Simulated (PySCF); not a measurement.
Electron correlation in Ga (gallium, neutral)

[Ar] 3d10 4s2 4p1, 2P determinant. Calculation: PySCF 2.14, in x2c-TZVPPall with one added diffuse shell each of s, p, d type (7s6p5d1f, 57 functions); the spin-free X2C one-electron Hamiltonian (Gaussian nucleus). Frozen: [Ar] 3d10; 3 electrons correlated.

MP2 pair energies summed by pair of shells (mhartree):

```tsv
pair	energy	share (%)
4s-4s	-19.96	59.0
4s-4p	-13.87	41.0
```

Total MP2 correlation energy: -33.83 mhartree.

Same-spin part -2.52 and opposite-spin part -31.31 mhartree; SCS-MP2 scales them by 1/3 and 6/5 to -38.41 mhartree.
